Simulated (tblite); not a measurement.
Record of a relaxation.

Compound: C2H11OPSeSi2.
SMILES with atom numbers: `[CH3:1][CH2:2][O:3][Si@H:4]([PH2:5])[Se:6][SiH3:7]` (hydrogens: H8, H9, H10 on C1; H11, H12 on C2; H13 on Si4; H14, H15 on P5; H16, H17, H18 on Si7)

Computed with GFN2-xTB (tblite), gas phase: L-BFGS steps from a force-field or distance-geometry start until the largest atomic force falls under 0.01 eV/Å. 10 of its 215 geometries are shown.

Step 0: E = -631.0795 eV, largest atomic force 2.737 eV/Å
```
atom  x, y, z in Å  |  force x, y, z in eV/Å
C1     -2.158    1.578    0.430   -0.615   0.703   0.365
C2     -1.577    0.394   -0.314   -0.331   0.271   0.584
O3     -0.564   -0.195    0.501    0.167  -1.681  -2.153
Si4     0.130   -1.517   -0.364   -0.687   0.845   1.270
P5      1.346   -2.727    1.049   -0.181   0.572   1.291
Se6     1.434   -0.779   -2.080   -0.065   0.196  -0.047
Si7     2.482    0.756   -0.748    0.278   0.465   0.361
H8     -2.606    1.255    1.397    0.383   0.230  -0.691
H9     -1.370    2.330    0.636   -0.507  -0.446  -0.102
H10    -2.962    2.049   -0.186    0.670  -0.324   0.504
H11    -2.397   -0.338   -0.506    0.614   0.338  -0.030
H12    -1.155    0.756   -1.266   -0.048  -0.326   0.144
H13    -0.932   -2.387   -0.894    0.130   0.233  -0.077
H14     1.922   -1.565    1.700   -0.495  -0.897  -0.336
H15     0.264   -2.863    2.004    0.849   0.194  -0.633
H16     1.482    1.646   -0.121    0.176  -0.213  -0.191
H17     3.408    1.557   -1.556   -0.193  -0.192  -0.058
H18     3.244    0.058    0.306   -0.147   0.034  -0.198
```

Step 24: E = -631.5672 eV, largest atomic force 0.152 eV/Å
```
atom  x, y, z in Å  |  force x, y, z in eV/Å
C1     -2.117    1.578    0.486    0.026  -0.033   0.027
C2     -1.698    0.409   -0.388    0.029  -0.042  -0.009
O3     -0.838   -0.454    0.330   -0.003  -0.044   0.019
Si4     0.093   -1.608   -0.316    0.048   0.070  -0.126
P5      1.325   -2.690    1.209   -0.019   0.057   0.082
Se6     1.351   -0.655   -2.007   -0.015   0.033   0.058
Si7     2.534    0.840   -0.760    0.056   0.044   0.039
H8     -2.502    1.207    1.432   -0.020  -0.002   0.024
H9     -1.268    2.227    0.685    0.002  -0.007   0.018
H10    -2.895    2.154   -0.009    0.053  -0.030  -0.020
H11    -2.568   -0.169   -0.712   -0.054  -0.003   0.038
H12    -1.181    0.764   -1.286    0.044   0.019  -0.038
H13    -0.661   -2.590   -1.089   -0.098  -0.075   0.021
H14     1.826   -1.580    1.864   -0.014   0.039  -0.038
H15     0.296   -2.818    2.122   -0.035  -0.004  -0.038
H16     1.617    1.770   -0.100   -0.004  -0.026  -0.038
H17     3.387    1.519   -1.722   -0.001   0.009  -0.005
H18     3.290    0.102    0.250    0.005  -0.005  -0.016
```

Step 48: E = -631.6042 eV, largest atomic force 0.065 eV/Å
```
atom  x, y, z in Å  |  force x, y, z in eV/Å
C1     -2.031    1.500    0.542   -0.008   0.017   0.007
C2     -1.729    0.344   -0.392   -0.004  -0.023   0.008
O3     -0.935   -0.607    0.279    0.036   0.008  -0.053
Si4     0.089   -1.663   -0.390   -0.025   0.017  -0.001
P5      1.273   -2.534    1.303    0.002   0.008   0.001
Se6     1.325   -0.582   -2.010    0.024   0.013   0.006
Si7     2.585    0.877   -0.780   -0.024  -0.028  -0.011
H8     -2.499    1.127    1.450    0.002  -0.002   0.017
H9     -1.113    2.017    0.809    0.000  -0.002   0.017
H10    -2.705    2.202    0.061    0.003   0.010  -0.029
H11    -2.650   -0.150   -0.715   -0.051   0.004   0.007
H12    -1.200    0.693   -1.288    0.005   0.011   0.010
H13    -0.603   -2.686   -1.174    0.037  -0.005   0.026
H14     1.572   -1.311    1.879   -0.012  -0.010   0.016
H15     0.153   -2.695    2.096    0.016   0.000  -0.015
H16     1.689    1.814   -0.098    0.012  -0.019  -0.014
H17     3.410    1.542   -1.777   -0.007   0.009   0.013
H18     3.362    0.117    0.195   -0.007  -0.009  -0.005
```

Step 71: E = -631.6107 eV, largest atomic force 0.071 eV/Å
```
atom  x, y, z in Å  |  force x, y, z in eV/Å
C1     -2.023    1.499    0.553    0.020  -0.003  -0.001
C2     -1.757    0.343   -0.397   -0.035   0.028  -0.020
O3     -0.946   -0.614    0.243   -0.027   0.030   0.027
Si4     0.110   -1.646   -0.406    0.055  -0.036   0.027
P5      1.306   -2.455    1.312   -0.005   0.008  -0.002
Se6     1.321   -0.568   -2.044   -0.018  -0.015  -0.039
Si7     2.588    0.854   -0.791    0.041   0.026   0.023
H8     -2.523    1.137    1.448    0.002   0.014  -0.027
H9     -1.083    1.961    0.846   -0.002   0.011   0.002
H10    -2.648    2.245    0.068    0.014  -0.047   0.008
H11    -2.694   -0.142   -0.688   -0.004   0.002  -0.006
H12    -1.254    0.696   -1.307   -0.004  -0.007   0.021
H13    -0.523   -2.729   -1.156   -0.015   0.005  -0.010
H14     1.480   -1.237    1.945   -0.005   0.021  -0.011
H15     0.171   -2.727    2.049    0.005  -0.028  -0.003
H16     1.684    1.769   -0.092    0.018   0.005   0.003
H17     3.421    1.553   -1.758   -0.029  -0.011   0.011
H18     3.361    0.066    0.164   -0.012  -0.003  -0.003
```

Step 95: E = -631.6202 eV, largest atomic force 0.023 eV/Å
```
atom  x, y, z in Å  |  force x, y, z in eV/Å
C1     -2.020    1.525    0.526    0.002  -0.011   0.008
C2     -1.784    0.341   -0.397   -0.002  -0.003   0.003
O3     -0.974   -0.611    0.253    0.004   0.011   0.004
Si4     0.112   -1.615   -0.392    0.000   0.011   0.009
P5      1.434   -2.278    1.297    0.011   0.008   0.006
Se6     1.241   -0.502   -2.065    0.001   0.002   0.008
Si7     2.590    0.812   -0.771    0.007  -0.001  -0.018
H8     -2.529    1.201    1.429   -0.010  -0.010   0.006
H9     -1.069    1.972    0.806   -0.001   0.016  -0.015
H10    -2.628    2.270    0.021    0.009  -0.011   0.001
H11    -2.730   -0.141   -0.665   -0.008   0.017  -0.001
H12    -1.289    0.670   -1.320   -0.008  -0.021  -0.002
H13    -0.501   -2.738   -1.098    0.003   0.008  -0.005
H14     1.225   -1.140    2.056   -0.009  -0.018   0.004
H15     0.409   -2.955    1.925   -0.018  -0.008  -0.002
H16     1.746    1.724    0.003    0.000  -0.004   0.000
H17     3.407    1.536   -1.730    0.015   0.009  -0.013
H18     3.351   -0.066    0.111    0.004   0.005   0.005
```

Step 119: E = -631.6295 eV, largest atomic force 0.029 eV/Å
```
atom  x, y, z in Å  |  force x, y, z in eV/Å
C1     -2.057    1.563    0.484   -0.005  -0.006  -0.006
C2     -1.827    0.320   -0.357   -0.006   0.002  -0.012
O3     -0.955   -0.556    0.317   -0.013  -0.007  -0.011
Si4     0.131   -1.554   -0.340    0.024   0.001   0.008
P5      1.429   -2.234    1.361   -0.017   0.005   0.003
Se6     1.242   -0.436   -2.017    0.010   0.022  -0.015
Si7     2.697    0.847   -0.806   -0.002  -0.015   0.004
H8     -2.458    1.288    1.456   -0.014  -0.008   0.011
H9     -1.121    2.095    0.632    0.012   0.004  -0.005
H10    -2.761    2.217   -0.022   -0.003   0.023   0.006
H11    -2.769   -0.206   -0.540    0.003   0.001   0.019
H12    -1.392    0.590   -1.327    0.005  -0.005  -0.002
H13    -0.483   -2.661   -1.072   -0.009  -0.004   0.009
H14     0.905   -1.331    2.268   -0.010  -0.012  -0.015
H15     0.529   -3.215    1.728    0.026   0.012   0.000
H16     1.927    1.800   -0.006   -0.010  -0.014   0.004
H17     3.488    1.535   -1.814    0.006  -0.014  -0.009
H18     3.467   -0.056    0.042    0.002   0.014   0.010
```

Step 143: E = -631.6456 eV, largest atomic force 0.069 eV/Å
```
atom  x, y, z in Å  |  force x, y, z in eV/Å
C1     -2.070    1.594    0.451   -0.002   0.002  -0.020
C2     -1.921    0.306   -0.342    0.014  -0.023   0.014
O3     -1.014   -0.541    0.322    0.009  -0.018  -0.006
Si4     0.125   -1.494   -0.304    0.024  -0.022   0.004
P5      1.392   -2.028    1.470   -0.040   0.015   0.042
Se6     1.247   -0.370   -1.971   -0.040  -0.010   0.002
Si7     2.802    0.846   -0.812    0.001  -0.014  -0.012
H8     -2.385    1.366    1.467   -0.021   0.011  -0.031
H9     -1.119    2.120    0.496    0.008  -0.011  -0.023
H10    -2.808    2.236   -0.021   -0.012   0.007   0.008
H11    -2.880   -0.219   -0.416    0.005   0.019   0.011
H12    -1.563    0.507   -1.360    0.026   0.026   0.056
H13    -0.446   -2.639   -1.015   -0.002   0.008  -0.033
H14     0.440   -1.582    2.367    0.021  -0.050   0.008
H15     0.923   -3.328    1.518    0.020   0.063  -0.021
H16     2.103    1.836    0.006   -0.006  -0.010  -0.005
H17     3.581    1.468   -1.872    0.004   0.025  -0.004
H18     3.584   -0.070    0.008   -0.011  -0.017   0.011
```

Step 166: E = -631.6958 eV, largest atomic force 0.126 eV/Å
```
atom  x, y, z in Å  |  force x, y, z in eV/Å
C1     -2.097    1.668    0.397    0.032   0.011   0.023
C2     -1.984    0.333   -0.325    0.041   0.026   0.004
O3     -1.064   -0.485    0.352    0.018  -0.019  -0.013
Si4     0.079   -1.456   -0.239   -0.048   0.034  -0.021
P5      1.296   -1.780    1.605   -0.064  -0.055   0.093
Se6     1.238   -0.422   -1.943   -0.017   0.030   0.000
Si7     2.829    0.766   -0.795   -0.066   0.002  -0.012
H8     -2.358    1.515    1.443   -0.032  -0.043  -0.089
H9     -1.136    2.178    0.361   -0.048   0.018  -0.020
H10    -2.853    2.291   -0.076    0.056  -0.054   0.017
H11    -2.946   -0.190   -0.357   -0.022   0.029   0.066
H12    -1.650    0.487   -1.357    0.047   0.008  -0.021
H13    -0.491   -2.620   -0.925    0.014   0.013   0.012
H14     0.194   -2.166    2.346    0.045  -0.010  -0.017
H15     1.617   -3.085    1.283    0.021   0.039  -0.017
H16     2.143    1.775    0.007   -0.007   0.022  -0.002
H17     3.632    1.369   -1.852   -0.013  -0.046   0.043
H18     3.543   -0.171    0.065    0.043  -0.008  -0.044
```

Step 190: E = -631.7239 eV, largest atomic force 0.051 eV/Å
```
atom  x, y, z in Å  |  force x, y, z in eV/Å
C1     -2.107    1.737    0.345    0.008   0.021   0.008
C2     -1.960    0.387   -0.333    0.002   0.009  -0.005
O3     -1.077   -0.419    0.403   -0.005  -0.009  -0.019
Si4     0.026   -1.452   -0.152   -0.011  -0.008   0.006
P5      1.220   -1.757    1.708    0.025   0.042   0.015
Se6     1.183   -0.502   -1.909   -0.033  -0.011   0.003
Si7     2.751    0.703   -0.765    0.014   0.006   0.012
H8     -2.418    1.601    1.377   -0.021   0.001  -0.001
H9     -1.156    2.261    0.335    0.021   0.020   0.010
H10    -2.847    2.334   -0.180   -0.003   0.007   0.005
H11    -2.927   -0.125   -0.389    0.001  -0.025   0.001
H12    -1.576    0.514   -1.352    0.002  -0.025  -0.021
H13    -0.570   -2.629   -0.792   -0.002   0.012  -0.010
H14     0.327   -2.667    2.235   -0.015  -0.022   0.006
H15     2.006   -2.748    1.155    0.011  -0.026  -0.009
H16     2.066    1.725    0.023    0.004   0.004  -0.009
H17     3.579    1.275   -1.816   -0.009  -0.001   0.012
H18     3.471   -0.232    0.095    0.014   0.007  -0.003
```

Step 214: E = -631.7255 eV, largest atomic force 0.006 eV/Å
```
atom  x, y, z in Å  |  force x, y, z in eV/Å
C1     -2.101    1.739    0.338   -0.002  -0.001  -0.002
C2     -1.963    0.383   -0.332   -0.002  -0.001   0.000
O3     -1.093   -0.430    0.413    0.001   0.003   0.000
Si4     0.017   -1.457   -0.138    0.004   0.001  -0.001
P5      1.232   -1.768    1.709   -0.002   0.000   0.000
Se6     1.165   -0.492   -1.893    0.002   0.000   0.004
Si7     2.748    0.711   -0.763   -0.004  -0.003  -0.002
H8     -2.470    1.617    1.353    0.004   0.000   0.000
H9     -1.133    2.233    0.376   -0.001   0.000   0.001
H10    -2.794    2.358   -0.224    0.001   0.002  -0.001
H11    -2.934   -0.121   -0.390   -0.001   0.000  -0.002
H12    -1.573    0.497   -1.351    0.002  -0.003   0.005
H13    -0.576   -2.629   -0.788   -0.001  -0.002   0.001
H14     0.344   -2.678    2.245   -0.003   0.001  -0.003
H15     2.006   -2.762    1.140    0.002  -0.001   0.000
H16     2.072    1.730    0.035   -0.003   0.001   0.002
H17     3.554    1.294   -1.825    0.001   0.000   0.002
H18     3.490   -0.220    0.081    0.002   0.002  -0.004
```

**Question.** Summarise the path.

**Answer.** The energy falls by 0.6460 eV from step 0 to step 214; nine tenths of that is first reached at step 154. It rises by more than 0.2 meV at steps 129, 135, 138, 141, 144, 147, 150 and 159. The largest force goes from 2.737 to 0.006 eV/Å. Among the bonds O3–Si4 changes most, from 1.726 to 1.610 Å; the atoms move by 0.809 Å rms after alignment.

**Question.** Follow the three bonds and two angles with the largest change from start to end.

**Answer.** 
```csv
step,E above end (eV),largest force (eV/Å),O3–Si4 (Å),P5–H14 (Å),P5–H15 (Å),C2–O3–Si4 (°),P5–Si4–H13 (°)
0,0.6460,2.737,1.726,1.450,1.450,108.4,107.6
9,0.2461,0.276,1.620,1.379,1.377,119.4,111.4
19,0.1750,0.246,1.616,1.380,1.379,123.7,109.9
28,0.1475,0.115,1.619,1.380,1.379,125.7,107.4
37,0.1339,0.085,1.616,1.382,1.379,126.9,108.8
47,0.1219,0.057,1.617,1.385,1.382,127.0,112.4
56,0.1181,0.055,1.616,1.384,1.382,128.3,111.9
65,0.1159,0.031,1.615,1.384,1.382,128.9,111.4
74,0.1127,0.068,1.614,1.385,1.382,129.0,111.4
84,0.1070,0.027,1.614,1.384,1.379,128.8,112.3
93,0.1056,0.024,1.615,1.384,1.379,128.5,112.6
102,0.1032,0.073,1.615,1.380,1.377,128.1,112.6
112,0.0986,0.088,1.616,1.386,1.382,127.5,112.9
121,0.0956,0.044,1.614,1.384,1.380,127.5,113.4
130,0.0902,0.071,1.613,1.381,1.382,128.6,113.9
140,0.0829,0.060,1.612,1.381,1.381,128.8,114.4
149,0.0718,0.133,1.613,1.384,1.384,129.0,115.8
158,0.0504,0.064,1.614,1.380,1.382,127.8,119.4
167,0.0269,0.091,1.612,1.380,1.383,129.8,118.8
177,0.0046,0.060,1.609,1.383,1.383,128.5,118.7
186,0.0028,0.030,1.610,1.380,1.381,128.3,118.3
195,0.0009,0.015,1.610,1.380,1.382,128.3,118.6
205,0.0005,0.019,1.610,1.380,1.382,128.1,118.6
214,0.0000,0.006,1.610,1.380,1.382,127.9,118.4
```

The cost below is that of the whole relaxation. The run took 4.4 s wall on one thread of an Intel Xeon Platinum 8488C, shared host.
